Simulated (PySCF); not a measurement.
## Computed properties of Pb(H)(NH2) (H₃NPb), SMILES [NH2][PbH]

Pb(H)(NH2) (H3NPb), SMILES [PbH][NH2] (connectivity only; charge and spin as stated), neutral, multiplicity 1. Geometry optimised at B3LYP-D3(BJ)/def2-TZVP. The def2 effective core potentials stand for the cores of Pb; spin–orbit coupling is left out. Other conformers were not sampled. All values are computed for the isolated molecule unless a solvent is named; none is compared with measurement here.

**Structure.** The optimised structure has Cs symmetry. All 9 harmonic modes at B3LYP-D3(BJ)/def2-TZVP (PySCF) are real, so it is a minimum.

**Vibrations.** The strongest infrared lines (harmonic, unscaled, degenerate partners summed) lie at 1556 cm⁻¹ (553 km/mol, H 99 %), 328 cm⁻¹ (221 km/mol, H 81 %, N 19 %), 536 cm⁻¹ (70 km/mol, N 79 %, H 14 %). The softest mode is at 328 cm⁻¹ and the zero-point energy is 18.4 kcal/mol.

**Electronic structure.** ωB97X/def2-TZVPD (PySCF) places the frontier levels at -8.89 and -0.26 eV, a gap of 8.63 eV, and gives a dipole moment of 1.23 D and a mean polarisability of 59.0 bohr³.

**Excitations.** TDA-M06-2X/def2-TZVPD (PySCF) has S1 at 3.46 eV (359 nm, f = 0.012, weak); the most intense of the 10 singlets computed lies at 7.17 eV (f = 0.28). T1 (TDA) is at 2.66 eV, 0.80 eV under S1. No vertical singlet excitation falls in the visible range (under 3.1 eV).
